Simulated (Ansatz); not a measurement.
The lowest singlet and triplet of GaH (SMILES [GaH]); geometries from B3LYP-D3(BJ)/def2-TZVP, each state relaxed from the structure named, with no frequency check.
Singlet at the triplet's geometry (charge 0, multiplicity 1):
```xyz
2

Ga     0.00000     0.00000    -0.05078
H      0.00000     0.00000     1.57413
```

A positive gap puts the triplet lower; no zero-point energy. R- takes a restricted singlet. U- takes an unrestricted singlet (broken symmetry where lower, unprojected). The triplet is unrestricted in single-reference levels. Active spaces average the two states.

Frozen-core correlation. Filled d and f shells under p-block atoms count as core.

Run with Ansatz (a first-principles code) with Gaussian orbitals. Values without a source in brackets are computed.

```tsv
level	gap E(singlet) − E(triplet), vertical, at the triplet's geometry (kJ/mol)
U-HF/cc-pVQZ	-132.9
R-wB97X-V/def2-TZVPP	___
R-B2PLYP/def2-TZVPP	-202.6
R-MP2/cc-pVQZ	___
R-SCS-MP2/cc-pVQZ	-198.8
R-CCSD/cc-pVTZ	-193.3
R-CCSD(T)/cc-pVDZ	-191.0
R-CCSDT(Q)/cc-pVDZ	-190.8
SA-CASSCF(4,5)/cc-pVTZ	-189.3
```

### Question
What belongs in the gaps?

### Answer

- R-wB97X-V/def2-TZVPP, gap E(singlet) − E(triplet), vertical, at the triplet's geometry (kJ/mol): -212.2
- R-MP2/cc-pVQZ, gap E(singlet) − E(triplet), vertical, at the triplet's geometry (kJ/mol): -182.6
